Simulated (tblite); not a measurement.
Species: C₆H₁₀NSi (doublet state).
Numbering: `[C:1]#[C:2]/[CH:3]=[C:4](\[CH3:5])[SiH2:6][NH:7][CH3:8]` (hydrogens: H9 on C3; H10, H11, H12 on C5; H13, H14 on Si6; H15 on N7; H16, H17, H18 on C8)

Cartesian coordinates in Å at the GFN2-xTB level; atoms count from 1:
```xyz
18
C6H10NSi angstrom
C      3.577    0.622    1.704
C      2.444    0.393    1.349
C      1.265   -0.172    0.803
C      0.857    0.017   -0.457
C      1.693    0.729   -1.469
Si    -0.825   -0.630   -1.048
N     -1.808   -0.917    0.331
C     -2.192    0.100    1.284
H      0.681   -0.754    1.504
H      1.161    1.595   -1.862
H      2.637    1.053   -1.034
H      1.901    0.067   -2.309
H     -1.337    0.370   -2.002
H     -0.692   -1.944   -1.680
H     -2.515   -1.632    0.254
H     -2.367   -0.351    2.264
H     -1.387    0.826    1.374
H     -3.101    0.633    0.984
```

Computed values, GFN2-xTB/tblite, gas phase, harmonic and unscaled. Against measured fundamentals such values can be off by several per cent, at times by over 20. Modes of hydrogen on silicon can be 10 to 20 % off. One conformer, not necessarily the lowest. Open shells enter through the occupations alone, without spin polarisation, and single modes of such species can be off by tens of per cent.

Harmonic wavenumbers (cm⁻¹): 35.0, 72.0, 103.6, 112.3, 133.3, 151.6, 164.1, 228.5, 269.8, 297.0, 329.1, 391.6, 403.1, 489.0, 525.8, 595.3, 698.5, 721.2, 777.6, 814.3, 828.3, 970.9, 1021.6, 1042.3, 1064.7, 1108.4, 1123.3, 1160.1, 1257.7, 1365.8, 1394.8, 1422.0, 1466.6, 1473.2, 1490.6, 1503.8, 1559.4, 2093.0, 2160.7, 2250.7, 2913.6, 2969.4, 2993.8, 3010.4, 3027.4, 3029.6, 3040.5, 3449.7.

A = 2723, B = 1022, C = 801.7 MHz; mass 124.058 u (most abundant isotopes); point group C1, symmetry number 1; spin multiplicity 2.

What is the zero-point energy?

Half the sum of the wavenumbers: 29752 cm⁻¹ = 355.92 kJ/mol.

Give the ideal-gas entropy at 350 K and 1 bar in the rigid-rotor, harmonic-oscillator model (classical rotation).

Translation 172.31, rotation 124.83, vibration 174.57, spin (R ln 2) 5.76: S = 477.5 J/(mol K).

And Cp and H(350 K) − H(0)?

Cp = 191.54 J/(mol K), of which vibrations give 158.28 (their classical limit is 48 R = 399.1); H(350 K) − H(0) = 42.35 kJ/mol without the zero-point energy, 30.71 from vibrations.

Which modes carry the vibrational entropy at 350 K?

35.0 cm⁻¹: 24.44; 72.0 cm⁻¹: 18.47; 103.6 cm⁻¹: 15.47; 112.3 cm⁻¹: 14.81; 133.3 cm⁻¹: 13.42; 151.6 cm⁻¹: 12.38 J/(mol K); the other 42 give 75.57 together.

Blend soft modes into free rotors: weight 1/[1 + (100 cm⁻¹/ν̃)⁴] for the oscillator and the rest for a rotor with moment μB/(μ + B), μ = h/(8π²ν), B = 10⁻⁴⁴ kg m². What vibrational entropy results?

160.43 J/(mol K) in place of 174.57, which changes −T·S at 350 K by +4.95 kJ/mol.

What must be added to the electronic energy to get the Gibbs energy at 350 K and 1 bar?

ZPE + [H(350 K) − H(0)] − T·S = 355.92 + 42.35 − 167.11 = 231.16 kJ/mol.

Hindered rotation and anharmonicity are outside this model. Other conformers, if any are populated, would add a mixing term that is left out. The structure is chiral; the term R ln 2 for an equal mix with its mirror image is left out.
